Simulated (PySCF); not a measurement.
## Ionising NaHg

UHF-CCSD(T); Na def2-SVP, Hg def2-SVP with ECP60; scalar-relativistic core potentials (PySCF 2.14). Neutral (UHF): doublet (σ ↑), Re = 3.767 Å, ωe = 37.1 cm⁻¹, De = 0.04 eV.

NaHg⁺ (RHF): singlet (closed shell), Re = 3.148 Å, ωe = 108 cm⁻¹, De = 0.32 eV to Na⁺ + Hg. The energies at the minima are -314.69682 hartree for NaHg and -314.52739 for NaHg⁺.

(1) Work out the adiabatic ionisation energy, without and with harmonic zero-point energies (1 hartree = 27.2114 eV, 1 eV = 8065.5 cm⁻¹), and the change of the bond length.

Correlated steps freeze 1 core orbital. Weak bonds: NaHg, NaHg⁺. Basis-set superposition, not corrected here, can be much of De in a small basis, most of all at correlated wavefunction levels. Spin–orbit coupling is left out. For an ion De counts to the pair picked by the measured ionisation energies or electron affinities, which need not be the lowest pair at this level. States were picked by a PBE0 search and need not be the measured ground states.

Neutral and ion stand on different kinds of reference determinant, which adds to the error of the difference.

Results:

(1) At CCSD(T): 0.16943 hartree = 4.610 eV between the minima; the zero-point term (108.0 − 37.1)/2 cm⁻¹ = +0.004 eV makes it 4.615 eV. Re changes by -61.9 pm against the neutral. The electron leaves a σ orbital, and the shorter bond of the ion fits an antibonding orbital, or a change in how ionic the bond is.
